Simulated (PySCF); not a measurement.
## Computed structure and properties of PmCl3(H2O)

System: PmCl3(H2O) (singlet in the valence; each metal's 4f electrons, 4 of them, lie in its core potential, out of spins and levels); start: template (Cs). Method: PySCF 2.14.0, RKS PBE0, Pm lcecp-1-SVP with ECP50, Cl def2-SVP, O def2-SVP, H def2-SVP; non-relativistic Hamiltonian with scalar-relativistic core potentials where named; density fitting; no spin-orbit coupling.

Input of the relaxation:

```python
mol = gto.M(atom='''
Pm    -0.10119     0.10119    -0.10119
Cl     1.43981     1.64219     1.43981
Cl    -1.64219    -1.43981     1.43981
Cl     1.43981    -1.43981    -1.64219
O     -1.55029     1.55029    -1.55029
H     -1.89099     2.43549    -1.34649
H     -1.89099     1.34649    -2.43549''',
    basis={'Pm': 'lcecp-1-SVP', 'Cl': 'def2-SVP', 'O': 'def2-SVP', 'H': 'def2-SVP'},
    ecp={'Pm': 'lcecp-1-SVP'},
    charge=0, spin=0)
mf = dft.RKS(mol, xc='PBE0')
mf.grids.atom_grid = (50, 194)  # f atoms: unpruned, at least (60, 302)
mf = mf.density_fit()  # fitting sets: Pm AutoAux, Cl def2-universal-JKFIT, O def2-universal-JKFIT, H def2-universal-JKFIT
mf.conv_tol = 1e-08; mf.max_cycle = 55
mf.kernel(dm0)  # dm0: converged density of the start geometry
# quasi-Newton relaxation in Cartesian coordinates to a largest gradient under 0.00045 Eh/bohr, steps kept in the point group
```

Run from Python with OMP_NUM_THREADS=2; the lines above give its settings. Where DIIS fails, smearing, a level shift and second-order steps follow.
It took 3.5 min on 2 threads of Arm Neoverse V1, with other jobs on the host, from the converged density of the start.

Course of the relaxation:

```
step  energy above end (eV)  largest force component within the symmetry (eV/Å)
   0                 0.4080                                               0.935
   1                 0.1666                                               0.498
   2                 0.0747                                               0.183
   3                 0.0596                                               0.122
   4                 0.0203                                               0.122
   5                 0.0109                                               0.123
   6                 0.0034                                               0.029
   7                 0.0027                                               0.013
  11                 0.0010                                               0.071
  12                 0.0004                                               0.044
  13                 0.0002                                               0.052
  14                 0.0004                                               0.092
  15                 0.0001                                               0.021
  16                 0.0000                                               0.022
```
(The steps between are left out.)

Relaxed geometry (Cs):

```xyz
7

Pm   -0.0325   -0.0607    0.0607
Cl    1.0805    1.9367    1.2036
Cl   -1.7640   -1.3823    1.3823
Cl    1.0805   -1.2036   -1.9367
O    -1.3894    1.3812   -1.3812
H    -1.5855    2.3126   -1.2122
H    -1.5855    1.2122   -2.3126
```

```csv
contact,Å
Pm1–Cl2 (Cl),2.556
Pm1–Cl3 (Cl),2.548
Pm1–Cl4 (Cl),2.556
Pm1–O5 (H2O),2.449
```

On the finer grid (75, 302):

| Property | Result |
| --- | --- |
| HOMO | -8.38 eV |
| LUMO | -1.47 eV |
| Dipole about the centre of mass | 5.69 D |
| Set of Mulliken populations of Pm1 outside the core potential | s 2.23, p 6.38, d 1.42, f 0.06 |
| D3(BJ) dispersion energy (not in the energies) | -0.177 eV |

```
atom  Mulliken (e)  Löwdin (e)  spin (e)
 Pm1          0.91       -0.05      0.00
 Cl2         -0.37       -0.08      0.00
 Cl3         -0.37       -0.07      0.00
 Cl4         -0.37       -0.08      0.00
  O5         -0.29        0.01      0.00
  H6          0.24        0.14      0.00
  H7          0.24        0.14      0.00
```

The 4f levels lie in the core potential and are missing. Their spin isn't counted.

On the grid (50, 194), as all that follows. Harmonic modes: a minimum within the noise of the softest modes; lowest -24 cm⁻¹ (negative: unstable), highest 3928 cm⁻¹, zero-point energy 0.731 eV.

Taking off one Cl (charge -1, singlet; the rest: singlet) in vacuum, both parts rigid, costs 8.80 eV; the small basis without counterpoise inflates it. Most of it is the attraction of opposite charges; other ways to part are cheaper, and one spin state was tried for the rest.

Rigid scan of Cl along the line from its metal:

| distance to Cl2 (Å) | energy (eV) |
| --- | --- |
| 2.26 | 0.730 |
| 2.36 | 0.284 |
| 2.46 | 0.062 |
| 2.56 | 0.000 |
| 2.66 | 0.050 |
| 2.76 | 0.176 |
| 2.96 | 0.566 |
| 3.26 | 1.283 |
| 3.66 | 2.220 |
| 4.16 | 3.193 |

Taking off one H2O (charge 0, singlet; the rest: singlet) in vacuum, both parts rigid, costs 1.47 eV; the small basis without counterpoise inflates it.

Rigid scan of H2O along the line from its metal:

```tsv
distance to O5 (Å)	energy (eV)
2.15	0.401
2.25	0.150
2.35	0.031
2.45	0.000
2.55	0.025
2.65	0.084
2.85	0.250
3.15	0.515
3.55	0.803
4.05	1.042
```

One start shape was tried, so this needn't be the lowest isomer.

An lcecp potential fixes the number of 4f electrons, so in runs with it no electron can move into or out of that shell.
